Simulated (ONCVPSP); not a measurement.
**Cu (Z = 29), ONCV: configuration errors across variants**

```json
{"Element": "copper", "Generator": "ONCVPSP 4.0.1", "Type": "optimised norm-conserving Vanderbilt (ONCV)", "Functional": "PBE", "Relativity": "scalar-relativistic", "Frozen core": "[Ne]", "Valence charge": "19", "Reference configuration": "3s2 3p6 3d10 4s1", "Partial waves": "3s+4s: rc 1.35 bohr, ncon 3, nbas 6, qcut 9.1 1/bohr, 2 projectors; 3p: rc 0.95 bohr, ncon 4, nbas 8, qcut 13.1 1/bohr, 2 projectors, debl 3.8 Ha; 3d: rc 1.45 bohr, ncon 3, nbas 8, qcut 13.1 1/bohr, 1 projector", "Local potential": "polynomial inside 0.75 bohr (lpopt 5, dvloc0 0 Ha)", "Core correction": "Teter function, fcfact 3, rcfact 1.35"}
```

All-electron excitation energies from the reference (eV): (1) 3s2 3p6 3d10 4s0 8.150; (2) 3s2 3p6 3d9 4s0 29.483; (3) 3s2 3p5 3d10 4s1 79.537.

3 further variants failed, have other tests or another functional or relativity, and are left out.

Errors AE − PS in meV (a dash: test not solved or not reliable):

```tsv
change	(1)	(2)	(3)	bound ghosts	GHOST(+) flags above zero
base	+4.3	-11	-159	none	none
core correction Teter function, fcfact 3, rcfact 1.1	+4.3	-11	-158	none	none
p: ncon 3, nbas 7	+4.3	-11	-161	none	none
s: qcut 8.6	+4.3	-11	-159	none	none
local potential polynomial inside 0.75 bohr (lpopt 5, dvloc0 9.5 Ha)	+4.3	-12	-160	none	none
```

Problem. Give the same row for: core correction Teter function, fcfact 3, rcfact 1.18.

Solution. +4.3, -11, -158; bound ghosts: none; GHOST(+) flags above zero: none.
